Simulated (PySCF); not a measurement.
# Au³⁺ (gold, charge +3) across methods

[Xe] 4f14 5d8, high-spin 3F determinant. All numbers are calculated (PySCF 2.14, the spin-free X2C one-electron Hamiltonian (Gaussian nucleus), in x2c-TZVPPall (11s7p7d3f1g, 97 functions)).

```csv
method,E (hartree),mean ε 5p β (eV),mean ε 5d α (eV),mean ε 5d β (eV),Σ⟨r²⟩ (bohr²),⟨S²⟩
r2SCAN0,-19012.06,-99.704,-43.556,-42.162,37.38,2.001
PBE,-19012.23,-95.141,-41.250,-39.991,37.67,2.001
r2SCAN,-19012.28,-96.453,-41.628,-40.339,37.44,2.001
PBE0,-19012.01,-98.768,-43.266,-41.891,37.51,2.001
BLYP,-19013.28,-95.031,-41.051,-39.891,37.81,2.000
UHF,-19006.66675,-108.26,-48.259,-46.441,37.34,2.003
LDA,-19000.52,-95.557,-41.448,-40.203,37.70,2.000
PBEsol,-19006.52,-95.196,-41.258,-39.971,37.64,2.000
```

Spin-orbit coupling, absent here, splits the open shell strongly.
